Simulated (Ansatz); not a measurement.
Geometry optimisation, Ansatz, RKS r2SCAN-D4/def2-SVP.

Input:

```yaml
crystal:
  periodic: [false, false, false]
  atoms:
    - { symbol: "N", position_ang: [-1.2681, 1.313, 0.3615] }
    - { symbol: Si, position_ang: [0.3183, 0.8088, -0.1157] }
    - { symbol: Br, position_ang: [1.8051, 1.6854, 1.2949] }
    - { symbol: Sn, position_ang: [0.4995, -1.6868, -0.0137] }
    - { symbol: H, position_ang: [-1.3329, 2.3873, 0.2061] }
    - { symbol: H, position_ang: [-1.977, 0.973, -0.3546] }
    - { symbol: H, position_ang: [0.6461, 1.2598, -1.4802] }
    - { symbol: H, position_ang: [-0.7199, -2.3558, -1.1153] }
    - { symbol: H, position_ang: [0.0816, -2.2055, 1.6654] }
    - { symbol: H, position_ang: [2.0304, -2.2304, -0.4455] }
basis:
  gaussian: { orbitals: def2-SVP }
hamiltonian:
  xc: r2scan
  dispersion: d4
relax:
  f_tol: 0.015
  max_steps: 40
output:
  orbitals: {}
```

Command:

```bash
$ ansatz run input.yaml --threads 2 --pin off --max-ram 3072MiB --backend cpu --events-out ev --progress --plain --runs-dir out
```

**Question.** Where does it end, and by what steps?

**Answer.** It converged. After 24 steps the energy has fallen by 0.489 eV; H6 moved furthest, 1.23 Å.

```
step  energy less start (eV)  largest force component (eV/Å)  accepted
   0                  0.0000                           2.145       yes
   1                 -0.1707                           1.367       yes
   2                 -0.2947                           0.569       yes
   3                 -0.3313                           0.426       yes
   4                 -0.3429                           0.542       yes
   5                 -0.3579                           0.411       yes
   6                 -0.2358                           2.601        no
   7                 -0.3738                           0.118       yes
   8                 -0.3812                           0.759       yes
   9                 -0.4203                           0.332       yes
  10                 -0.4411                           0.297       yes
  11                 -0.4295                           1.413        no
  12                 -0.4609                           0.231       yes
  13                 -0.4740                           0.134       yes
  14                 -0.4820                           0.114       yes
  15                 -0.4849                           0.048       yes
  16                 -0.4856                           0.077       yes
  17                 -0.4856                           0.112        no
  18                 -0.4869                           0.046       yes
  19                 -0.4876                           0.066       yes
  20                 -0.4879                           0.068       yes
  21                 -0.4883                           0.061       yes
  22                 -0.4886                           0.035       yes
  23                 -0.4887                           0.025       yes
  24                 -0.4888                           0.013       yes
```

```xyz
10
Properties=species:S:1:pos:R:3
N -1.286 1.353 0.044
Si 0.334 0.845 -0.248
Br 1.873 1.647 1.224
Sn 0.433 -1.713 -0.084
H -1.548 2.317 -0.149
H -1.782 1.011 0.863
H 0.733 1.412 -1.567
H -0.424 -2.459 -1.369
H -0.300 -2.194 1.391
H 2.050 -2.271 -0.101
```

The run took 60 s on 2 threads of Intel(R) Xeon(R) 6975P-C (Granite Rapids), with other jobs on the host, peak memory 0.22 GiB.
